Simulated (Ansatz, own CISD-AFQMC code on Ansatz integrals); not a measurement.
H3NOSi, SMILES `[H]/N=[SiH]\O` (N–Si–O–H torsion 0°) (charge 0, multiplicity 1).

Cartesian coordinates (Å):
SMILES: [SiH](/O)=N/[H]
```xyz
6

N     -1.1780    -0.4647    -0.7460
Si    -0.2014     0.4336     0.1015
O      1.3008     0.2413     0.7024
H     -1.0560    -1.3966    -1.1065
H     -0.6133     1.7784     0.5139
H      1.7479    -0.5920     0.5347
```
Charge 0, spin multiplicity 1.

Frozen-core energies in cc-pVDZ from Ansatz (a quantum-chemistry and plane-wave program) at a geometry from PBE0-D3(BJ)/def2-TZVP; the HF reference has <S^2> = 0.00 and the T1 diagnostic is 0.018.

```
level    energy (Ha)
-------  -----------
HF        -419.99349
MP2       -420.44741
CCSD      -420.46681
CCSD(T)   -420.48092
```

Task: Estimate the energies of CCSDT, phaseless AFQMC, CISD trial (own CISD-AFQMC code on Ansatz integrals; ±0.40 mHa) and CCSDT(Q), and give each level's difference from CCSDT(Q).

Result: 
```json
[
 {"level": "MP2", "energy (Ha)": "-420.44741", "difference from CCSDT(Q) (mHa)": "36.05"},
 {"level": "CCSD", "energy (Ha)": "-420.46681", "difference from CCSDT(Q) (mHa)": "16.65"},
 {"level": "CCSD(T)", "energy (Ha)": "-420.48092", "difference from CCSDT(Q) (mHa)": "2.54"},
 {"level": "CCSDT", "energy (Ha)": "-420.48166", "difference from CCSDT(Q) (mHa)": "1.79"},
 {"level": "phaseless AFQMC, CISD trial (own CISD-AFQMC code on Ansatz integrals; ±0.40 mHa)", "energy (Ha)": "-420.48329", "difference from CCSDT(Q) (mHa)": "0.17"},
 {"level": "CCSDT(Q)", "energy (Ha)": "-420.48346", "difference from CCSDT(Q) (mHa)": "0.00"}
]
```
